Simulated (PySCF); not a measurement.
H$_{3}$F$_{2}$NSi (SMILES N[SiH](F)F), singlet, geometry from GFN2-xTB; PBE/cc-pVDZ, polarisability by finite fields (PySCF).

The PySCF input:
```python
from pyscf import gto, scf, dft

mol = gto.Mole()
mol.atom = '''
    Si   -0.12932687   -0.03078494    0.34291485
    N     1.53036920   -0.29680957    0.06910256
    F    -0.91425315   -1.04085817   -0.60880122
    F    -0.45330428    1.42789697   -0.21332823
    H    -0.71532896   -0.13202087    1.65790659
    H     1.91019946   -1.22722159    0.09927055
    H     2.21113817    0.38454937    0.35746217
'''
mol.basis = 'cc-pvdz'
mol.verbose = 4
mol.build()

mf = dft.RKS(mol)
mf.xc = 'pbe'
mf.conv_tol = 1e-11
mf.kernel()
h0, z, done = mf.get_hcore(), mol.intor('int1e_r')[2], []
def energy(F):
    f = mf.copy()
    f.scf_summary = {}
    f.get_hcore = lambda *a: h0 + F * z
    e = f.kernel(mf.make_rdm1())
    done.append(f.converged)
    return e
F = 0.001
alpha = -(energy(F) + energy(-F) - 2 * mf.e_tot) / F**2
print('alpha_zz =', alpha)
```

The log (banner, timings and long lists left out):

```
PySCF version 2.14.0

[INPUT] verbose = 4
[INPUT] num. atoms = 7
[INPUT] num. electrons = 42
[INPUT] charge = 0
[INPUT] spin (= nelec alpha-beta = 2S) = 0
[INPUT] symmetry False subgroup None
[INPUT] Mole.unit = angstrom
[INPUT] Symbol           X                Y                Z      unit          X                Y                Z       unit  Magmom
[...]
nuclear repulsion = 186.715012860254
number of shells = 29
number of NR pGTOs = 140
number of NR cGTOs = 75
basis = cc-pvdz
ecp = {}

******** <class 'pyscf.dft.rks.RKS'> ********
method = RKS
initial guess = minao
damping factor = 0
level_shift factor = 0
DIIS = <class 'pyscf.scf.diis.CDIIS'>
diis_start_cycle = 1
diis_space = 8
diis_damp = 0
SCF conv_tol = 1e-11
SCF conv_tol_grad = None
SCF max_cycles = 50
direct_scf = True
direct_scf_tol = 1e-13
XC library pyscf.dft.libxc version 7.1.2
    S. Lehtola, C. Steigemann, M. J. T. Oliveira, and M. A. L. Marques,  SoftwareX 7, 1–5 (2018)
XC functionals = pbe
    J. P. Perdew, K. Burke, and M. Ernzerhof,  Phys. Rev. Lett. 77, 3865 (1996)
    J. P. Perdew, K. Burke, and M. Ernzerhof,  Phys. Rev. Lett. 78, 1396 (1997)
    J. P. Perdew, K. Burke, and M. Ernzerhof,  Phys. Rev. Lett. 77, 3865 (1996)
    J. P. Perdew, K. Burke, and M. Ernzerhof,  Phys. Rev. Lett. 78, 1396 (1997)
radial grids:
    Treutler-Ahlrichs [JCP 102, 346 (1995); DOI:10.1063/1.469408] (M4) radial grids

becke partition: Becke, JCP 88, 2547 (1988); DOI:10.1063/1.454033
pruning grids: <function nwchem_prune>
grids dens level: 3
symmetrized grids: False
atomic radii adjust function: <function treutler_atomic_radii_adjust>
small_rho_cutoff = 0
Set gradient conv threshold to 3.16228e-06
Initial guess from minao.
tot grids = 91032
init E= -545.763598990793
[...]
cycle= 1 E= -545.314735207309  delta_E= 0.449  |g|= 0.906  |ddm|= 2.27
[...]
cycle= 2 E= -544.901743983563  delta_E= 0.413  |g|= 1.77  |ddm|= 1.82
[...]
cycle= 3 E= -545.4594761669  delta_E= -0.558  |g|= 0.0942  |ddm|= 1.29
[...]
cycle= 4 E= -545.460662368547  delta_E= -0.00119  |g|= 0.0689  |ddm|= 0.118
[...]
cycle= 5 E= -545.461573468055  delta_E= -0.000911  |g|= 0.0124  |ddm|= 0.0595
[...]
cycle= 6 E= -545.461622091434  delta_E= -4.86e-05  |g|= 0.00151  |ddm|= 0.0157
[...]
cycle= 7 E= -545.461622549395  delta_E= -4.58e-07  |g|= 0.000334  |ddm|= 0.00156
[...]
cycle= 8 E= -545.461622576766  delta_E= -2.74e-08  |g|= 3.46e-05  |ddm|= 0.000357
[...]
cycle= 9 E= -545.461622577102  delta_E= -3.37e-10  |g|= 4.75e-06  |ddm|= 4.82e-05
[...]
[...]
converged SCF energy = -545.461622577109
[...]
[...]
cycle= 4 E= -545.462327952438  delta_E= -1.23e-07  |g|= 0.000147  |ddm|= 0.000829
[...]
cycle= 5 E= -545.462327955861  delta_E= -3.42e-09  |g|= 5.7e-05  |ddm|= 0.000132
[...]
cycle= 6 E= -545.462327956488  delta_E= -6.27e-10  |g|= 3.85e-06  |ddm|= 4.21e-05
[...]
cycle= 7 E= -545.46232795649  delta_E= -1.59e-12  |g|= 1.08e-06  |ddm|= 4.65e-06
[...]
Extra cycle  E= -545.46232795649  delta_E= -2.27e-13  |g|= 1.82e-06  |ddm|= 2.04e-06
converged SCF energy = -545.46232795649

******** <class 'pyscf.dft.rks.RKS'> ********
method = RKS
initial guess = minao
damping factor = 0
level_shift factor = 0
DIIS = <class 'pyscf.scf.diis.CDIIS'>
diis_start_cycle = 1
diis_space = 8
diis_damp = 0
SCF conv_tol = 1e-11
SCF conv_tol_grad = None
SCF max_cycles = 50
direct_scf = True
direct_scf_tol = 1e-13
XC library pyscf.dft.libxc version 7.1.2
    S. Lehtola, C. Steigemann, M. J. T. Oliveira, and M. A. L. Marques,  SoftwareX 7, 1–5 (2018)
XC functionals = pbe
    J. P. Perdew, K. Burke, and M. Ernzerhof,  Phys. Rev. Lett. 77, 3865 (1996)
    J. P. Perdew, K. Burke, and M. Ernzerhof,  Phys. Rev. Lett. 78, 1396 (1997)
    J. P. Perdew, K. Burke, and M. Ernzerhof,  Phys. Rev. Lett. 77, 3865 (1996)
    J. P. Perdew, K. Burke, and M. Ernzerhof,  Phys. Rev. Lett. 78, 1396 (1997)
radial grids:
    Treutler-Ahlrichs [JCP 102, 346 (1995); DOI:10.1063/1.469408] (M4) radial grids

becke partition: Becke, JCP 88, 2547 (1988); DOI:10.1063/1.454033
pruning grids: <function nwchem_prune>
grids dens level: 3
symmetrized grids: False
atomic radii adjust function: <function treutler_atomic_radii_adjust>
small_rho_cutoff = 0
Set gradient conv threshold to 3.16228e-06
init E= -545.460929312596
[...]
cycle= 1 E= -545.460936252468  delta_E= -6.94e-06  |g|= 0.00445  |ddm|= 0.0184
[...]
cycle= 2 E= -545.460929953137  delta_E= 6.3e-06  |g|= 0.00779  |ddm|= 0.011
[...]
cycle= 3 E= -545.460941315816  delta_E= -1.14e-05  |g|= 0.000674  |ddm|= 0.00559
[...]
cycle= 4 E= -545.460941439601  delta_E= -1.24e-07  |g|= 0.000148  |ddm|= 0.000837
[...]
cycle= 5 E= -545.460941443074  delta_E= -3.47e-09  |g|= 5.74e-05  |ddm|= 0.000133
[...]
cycle= 6 E= -545.46094144371  delta_E= -6.36e-10  |g|= 3.81e-06  |ddm|= 4.26e-05
[...]
cycle= 7 E= -545.46094144371  delta_E=    0  |g|= 1.11e-06  |ddm|= 4.61e-06
[...]
Extra cycle  E= -545.460941443711  delta_E= -9.09e-13  |g|= 1.91e-06  |ddm|= 2.11e-06
converged SCF energy = -545.460941443711
alpha_zz = 24.245984150184086
```
